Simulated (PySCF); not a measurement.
Ru4+ by CASSCF and spin-orbit coupling

The free ion Ru4+ in its d4 configuration.

Method (PySCF 2.14, density fitting): CASSCF(4,5) with orbitals averaged over all microstates of the shell, strongly contracted NEVPT2 on the averaged canonical orbitals; basis x2c-TZVPall; spin-free X2C; gas phase; spin-orbit coupling by state interaction with the mean-field operator over all roots.

Spin-free states:

```json
{"2S+1": "5", "deg.": "5", "free-ion term": "5D 1.00", "CASSCF / cm⁻¹": "0", "NEVPT2 / cm⁻¹": "0"}
{"2S+1": "3", "deg.": "11", "free-ion term": "3H 1.00", "CASSCF / cm⁻¹": "19403", "NEVPT2 / cm⁻¹": "18212"}
{"2S+1": "3", "deg.": "3", "free-ion term": "3P 1.00", "CASSCF / cm⁻¹": "21875", "NEVPT2 / cm⁻¹": "19788"}
{"2S+1": "3", "deg.": "7", "free-ion term": "3F 1.00", "CASSCF / cm⁻¹": "22313", "NEVPT2 / cm⁻¹": "20227"}
{"2S+1": "3", "deg.": "9", "free-ion term": "3G 1.00", "CASSCF / cm⁻¹": "24190", "NEVPT2 / cm⁻¹": "21879"}
{"2S+1": "3", "deg.": "5", "free-ion term": "3D 1.00", "CASSCF / cm⁻¹": "30892", "NEVPT2 / cm⁻¹": "27089"}
{"2S+1": "1", "deg.": "13", "free-ion term": "1I 1.00", "CASSCF / cm⁻¹": "29105", "NEVPT2 / cm⁻¹": "27238"}
{"2S+1": "1", "deg.": "9", "free-ion term": "1G 1.00", "CASSCF / cm⁻¹": "30911", "NEVPT2 / cm⁻¹": "27755"}
{"2S+1": "1", "deg.": "1", "free-ion term": "1S 1.00", "CASSCF / cm⁻¹": "35911", "NEVPT2 / cm⁻¹": "31036"}
{"2S+1": "1", "deg.": "5", "free-ion term": "1D 1.00", "CASSCF / cm⁻¹": "37968", "NEVPT2 / cm⁻¹": "34521"}
{"2S+1": "1", "deg.": "7", "free-ion term": "1F 1.00", "CASSCF / cm⁻¹": "43465", "NEVPT2 / cm⁻¹": "38823"}
{"2S+1": "3", "deg.": "3", "free-ion term": "3P 1.00", "CASSCF / cm⁻¹": "51588", "NEVPT2 / cm⁻¹": "46184"}
{"2S+1": "3", "deg.": "7", "free-ion term": "3F 1.00", "CASSCF / cm⁻¹": "51150", "NEVPT2 / cm⁻¹": "46185"}
{"2S+1": "1", "deg.": "9", "free-ion term": "1G 1.00", "CASSCF / cm⁻¹": "58126", "NEVPT2 / cm⁻¹": "52756"}
{"2S+1": "1", "deg.": "5", "free-ion term": "1D 1.00", "CASSCF / cm⁻¹": "77876", "NEVPT2 / cm⁻¹": "69325"}
{"2S+1": "1", "deg.": "1", "free-ion term": "1S 1.00", "CASSCF / cm⁻¹": "101314", "NEVPT2 / cm⁻¹": "90873"}
```

Energies are counted from the ground state at NEVPT2 level. Weights follow the labels.

## Ligand-field fit

```csv
cm⁻¹,CASSCF,NEVPT2
B,957,843
C,3893,3573
```

Spin-orbit constant ζ = 1279 cm⁻¹.

## Spin-orbit levels

```
E / cm⁻¹  deg.  J                      make-up
     0.0     1  0                      0.97 5D
   465.0     3  1                      0.98 5D
  1255.7     5  2                      0.99 5D
  2255.7     7  3                      0.99 5D
  3396.4     9  4                      0.98 5D
 18061.7     1  0            0.92 3P + 0.05 1S
 18914.5     9  4  0.82 3H + 0.09 3G + 0.05 3F
 20049.6    11  5            0.91 3H + 0.09 3G
 20504.0     3  1                      0.97 3P
 21002.1    13  6            0.97 3H + 0.03 1I
```

Only the lowest levels are listed: 62 of 210 states.

Magnetism:

The lowest spin-orbit level is 1-fold with J = 0; the next lies at 465.0 cm⁻¹. μeff is 2.28 μB at 300 K and 0.42 μB at 10 K; the free-ion value g_J√(J(J+1)) for the Hund's-rule level J = 0 is 0.00 μB.

```tsv
T / K	χT / cm³ K mol⁻¹	μeff / μB
2	0.004	0.19
5	0.011	0.30
10	0.022	0.42
20	0.044	0.59
30	0.066	0.73
50	0.111	0.94
75	0.166	1.15
100	0.222	1.33
150	0.339	1.65
200	0.455	1.91
250	0.559	2.11
300	0.650	2.28
```

Powder magnetisation at 2 K: 0.00 μB at 0.5 T, 0.00 μB at 1 T, 0.01 μB at 2 T, 0.01 μB at 3 T, 0.02 μB at 5 T, 0.03 μB at 7 T.

The job took 7.7 s on one thread of AMD EPYC 7B13 (shared host), with 63 basis functions, launched as `OMP_NUM_THREADS=1 python lf_run.py task.json out`.
